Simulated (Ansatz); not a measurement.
Reaction (formal exchange of groups at the Si–O bond): `[SiH3]O[SiH](Cl)Cl` + `CO[SiH2]N` → `CO[SiH](N)[SiH3]` + `O[SiH](Cl)Cl`

Gas-phase electronic energies from Ansatz, PBE0-D4/def2-TZVP geometries. CBS: MP2 limit from def2 TZ/QZ plus the TZ coupled-cluster correction, frozen cores. This one scheme is used for every species. Functionals use def2-TZVPP. B3LYP here is the variant with VWN-RPA as its local correlation; programs differ in this. Each species was taken in one conformer, which may not be the lowest.

```csv
level,ΔE (kJ/mol),difference from CCSD(T)/CBS
PBE-D4,80.9,-31.0
r2SCAN-D4,101.8,-10.1
PBE0-D4,91.5,-20.4
B3LYP-D4,110.2,-1.7
ωB97X-V,107.7,-4.2
ωB97M-V,112.0,0.1
B2PLYP,116.2,4.3
PBE0,92.4,-19.5
B3LYP,111.8,-0.1
SCS-MP2/def2-TZVPP,124.9,13.0
CCSD/def2-TZVPP,116.1,4.2
CCSD(T)/def2-TZVPP,111.5,-0.4
HF/def2-QZVPP,145.6,33.7
MP2/def2-QZVPP,120.6,8.7
SCS-MP2/def2-QZVPP,126.0,14.1
CCSD/CBS(def2),116.5,4.6
CCSD(T)/CBS,111.9,0
```

Largest T1 diagnostic among the species: 0.012.

In def2-TZVPP, CCSD(T) changes the Hartree–Fock value by −31.0 kJ/mol (the triples alone add −4.6 kJ/mol) and MP2 by −23.2 kJ/mol. From PBE to PBE0 (25 % exact exchange), in def2-TZVPP and without D4, ΔE moves by +10.4 kJ/mol.
